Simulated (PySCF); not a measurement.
Compound: C2H11NOSi2.
Geometry (PBE0-D3(BJ)/def2-SVP, Å), atoms numbered from 1 in this order:
```
atom  x, y, z in Å
C1    -1.9782   -0.1800    1.3914
O2    -0.8101   -0.7189    0.8474
C3    -0.4819   -0.2241   -0.4494
Si4   -1.3667   -1.1983   -1.8239
Si5    1.4139   -0.2932   -0.5396
N6     1.9494    0.4995    0.9023
H7    -1.8944    0.9155    1.5335
H8    -2.1381   -0.6509    2.3716
H9    -2.8646   -0.3764    0.7588
H10   -0.7452    0.8512   -0.5362
H11   -0.8984   -2.6160   -1.8313
H12   -1.0589   -0.5728   -3.1479
H13   -2.8496   -1.1948   -1.6289
H14    1.9015    0.4523   -1.7406
H15    1.8309   -1.7266   -0.7049
H16    2.9397    0.6199    1.0833
H17    1.4632    0.2052    1.7447
```

All values: PBE0/pcSseg-1 (PySCF, non-relativistic), on one gas-phase PBE0-D3(BJ)/def2-SVP geometry that isn't relaxed in the solvent. The solvent is an IEF-PCM continuum (van der Waals radii × 1.2). Only the electrostatic response of the medium enters.

| run | E − E(gas) (kJ/mol) | HOMO (eV) | HOMO–LUMO gap (eV) | dipole (D) |
| --- | --- | --- | --- | --- |
| gas | 0.00 | -6.99 | 7.43 | 1.46 |
| P | -12.98 | -6.94 | 7.44 | 1.70 |
| Q | -7.05 | -6.95 | 7.44 | 1.59 |

Task: The runs were made in chloroform and cyclohexane. Which run belongs to which solvent?

Result: P = chloroform, Q = cyclohexane. The dielectric constants are 2.017 (cyclohexane), 4.711 (chloroform), and the energy falls further as ε rises. In this model the ground state sees the solvent through ε alone.

Task: How constant is the ratio of the lowering to (ε − 1)/(2ε + 1)?

Result: 
```csv
solvent,(ε − 1)/(2ε + 1),E − E(gas) (kJ/mol),ratio (kJ/mol),polarisation term (kJ/mol)
cyclohexane,0.202,-7.05,-34.9,-7.30
chloroform,0.356,-12.98,-36.5,-13.87
```

The ratio changes by +4.5 % in size from cyclohexane to chloroform. The polarisation term is half the interaction of the solute with the induced surface charges.

The run took 38 s of wall time on one thread of an Intel Xeon at 2.70 GHz, shared host, and the process peaked at 0.96 GiB of memory. This is the whole shielding run at PBE0/pcSseg-1 in chloroform, SCF included.
